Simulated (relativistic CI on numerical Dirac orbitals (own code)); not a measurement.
**Energy levels of Ho X**

Calculated at this level of theory: Dirac-Coulomb-Breit CI, KLI orbitals optimised for each configuration, a model potential for QED, unscaled Slater integrals (own radial code, finite nucleus).

CI space (outside the closed core [Ar] 3d10 4p6 4d10): 4s2 4f9 5s2 5p, 4s2 4f10 5s2, 4s2 4f11 5s, 4s2 4f10 5s 5p, 4s 4f11 5s2. The list is cut by size and lacks configurations that can hold low levels.

| No. | Configuration | Term | J | E (cm⁻¹) | % | Next component (%) | Lifetime (s) |
| --- | --- | --- | --- | --- | --- | --- | --- |
| 1 | 4s2 4f9 5s2 5p | 7G | 7 | 0.0 | 37 | 36 7H |  |
| 2 | 4s2 4f9 5s2 5p | 7H | 6 | 3127.6 | 46 | 27 7G | 4.37e-01 |
| 3 | 4s2 4f9 5s2 5p | 7H | 8 | 3782.4 | 48 | 34 5I | 7.37e-01 |
| 4 | 4s2 4f9 5s2 5p | 7H | 5 | 6028.3 | 48 | 20 7G | 3.45e-01 |
| 5 | 4s2 4f9 5s2 5p | 7H | 4 | 8785.9 | 47 | 18 7I | 3.29e-01 |
| 6 | 4s2 4f9 5s2 5p | 7D | 5 | 9610.3 | 60 | 18 7F | 3.78e+00 |
| 7 | 4s2 4f9 5s2 5p | 7I | 7 | 11414.4 | 24 | 23 5H | 4.45e-02 |
| 8 | 4s2 4f9 5s2 5p | 7H | 3 | 11625.6 | 45 | 20 7I | 2.91e-01 |
| 9 | 4s2 4f9 5s2 5p | 7D | 4 | 13074.0 | 28 | 26 7F | 3.51e-01 |
| 10 | 4s2 4f9 5s2 5p | 7I | 6 | 14192.9 | 26 | 22 7G | 9.28e-02 |
| 11 | 4s2 4f9 5s2 5p | 7H | 2 | 15034.0 | 43 | 29 7G | 2.36e-01 |
| 12 | 4s2 4f9 5s2 5p | 7G | 3 | 15406.8 | 40 | 19 7F | 4.82e-01 |
| 13 | 4s2 4f9 5s2 5p | 7G | 5 | 16081.3 | 29 | 22 7I | 1.32e-01 |
| 14 | 4s2 4f9 5s2 5p | 7G | 1 | 17202.5 | 79 | 14 5F | 1.56e+00 |
| 15 | 4s2 4f9 5s2 5p | 7G | 2 | 17279.1 | 43 | 21 7H | 6.16e-01 |
| 16 | 4s2 4f9 5s2 5p | 7I | 4 | 18086.4 | 29 | 18 7G | 1.12e-01 |
| 17 | 4s2 4f9 5s2 5p | 7I | 3 | 18854.6 | 39 | 22 5H | 1.56e-01 |
| 18 | 4s2 4f9 5s2 5p | 5G | 5 | 19389.2 | 21 | 17 7G | 1.29e-01 |
| 19 | 4s2 4f9 5s2 5p | 7G | 4 | 20256.7 | 24 | 19 5G | 1.90e-01 |
| 20 | 4s2 4f9 5s2 5p | 5G | 6 | 20623.4 | 35 | 21 7F | 4.13e-02 |
| 21 | 4s2 4f9 5s2 5p | 7D | 3 | 22318.2 | 31 | 21 7G | 9.01e-02 |
| 22 | 4s2 4f9 5s2 5p | 7F | 2 | 24447.4 | 25 | 25 5D | 9.38e-02 |
| 23 | 4s2 4f9 5s2 5p | 5D | 1 | 26091.5 | 37 | 37 7F | 9.24e-02 |
| 24 | 4s2 4f9 5s2 5p | 5D | 0 | 27622.8 | 48 | 47 7F | 7.05e-02 |
| 25 | 4s2 4f9 5s2 5p | 5D | 4 | 28834.7 | 34 | 30 5F | 2.40e-02 |
| 26 | 4s2 4f9 5s2 5p | 5H | 7 | 30666.0 | 23 | 20 3I | 1.03e-02 |
| 27 | 4s2 4f9 5s2 5p | 5F | 5 | 31389.5 | 39 | 29 5G | 2.27e-02 |
| 28 | 4s2 4f9 5s2 5p | 5I | 8 | 33184.5 | 23 | 21 5K | 4.40e-02 |
| 29 | 4s2 4f9 5s2 5p | 5L | 10 | 33981.1 | 39 | 28 5M |  |
| 30 | 4s2 4f9 5s2 5p | 5M | 9 | 34758.2 | 27 | 22 5L | 8.38e+00 |
| 31 | 4s2 4f9 5s2 5p | 5F | 3 | 35245.8 | 31 | 29 5D | 3.79e-02 |
| 32 | 4s2 4f9 5s2 5p | 5I | 6 | 35280.8 | 28 | 21 5H | 2.15e-02 |
| 33 | 4s2 4f9 5s2 5p | 3K | 8 | 35591.6 | 21 | 16 5I | 2.10e-02 |
| 34 | 4s2 4f9 5s2 5p | 3N | 11 | 35967.3 | 43 | 29 5M | 6.78e+00 |
| 35 | 4s2 4f9 5s2 5p | 5K | 7 | 35998.7 | 25 | 18 3K | 3.40e-02 |
| 36 | 4s2 4f9 5s2 5p | 3G | 5 | 36693.0 | 36 | 25 5F | 8.61e-03 |
| 37 | 4s2 4f9 5s2 5p | 5G | 6 | 37243.3 | 25 | 24 3H | 1.18e-02 |
| 38 | 4s2 4f9 5s2 5p | 7D | 1 | 37803.6 | 61 | 17 5D | 4.37e-02 |
| 39 | 4s2 4f9 5s2 5p | 7D | 2 | 38285.3 | 45 | 30 5D | 3.54e-02 |
| 40 | 4s2 4f9 5s2 5p | 7S | 3 | 38511.1 | 49 | 17 7P | 6.96e-02 |
| 41 | 4s2 4f9 5s2 5p | 5I | 5 | 38795.1 | 37 | 35 5K | 2.62e-02 |
| 42 | 4s2 4f9 5s2 5p | 5L | 9 | 38948.8 | 38 | 26 3L | 3.15e-01 |
| 43 | 4s2 4f9 5s2 5p | 5L | 10 | 39259.6 | 40 | 21 3M | 4.69e-01 |
| 44 | 4s2 4f9 5s2 5p | 5N | 8 | 39381.3 | 33 | 21 5I | 3.23e-02 |
| 45 | 4s2 4f9 5s2 5p | 5H | 4 | 40242.8 | 27 | 17 5G | 1.42e-02 |

Energies count from the lowest computed level; lifetimes are radiative, by E1, M1, E2, M2 decay to levels of this space only; some are left blank where a channel outside the calculation adds to the decay or the decay crosses a small, uncertain gap.

The mean weight of the leading LS term, summed over parents, in these 45 levels is 37 %, and that of the leading jj configuration (from the same eigenvectors) 44 %.

At this charge energies of transitions that change n are usually good to better than 1 %, and those within a shell (Δn = 0) to a few per cent. Terms inside the open d or f shell come out 10 to 20 % too wide with unscaled integrals. Levels and lines within the n = 5 or 6 shells can be off by up to 10 % or somewhat more, and those that change n by about 2 %, since core polarisation is missing.

LS names give the leading component of a level, which can be under half, so a name can repeat, a term be missing and a line seem to break the LS rules.
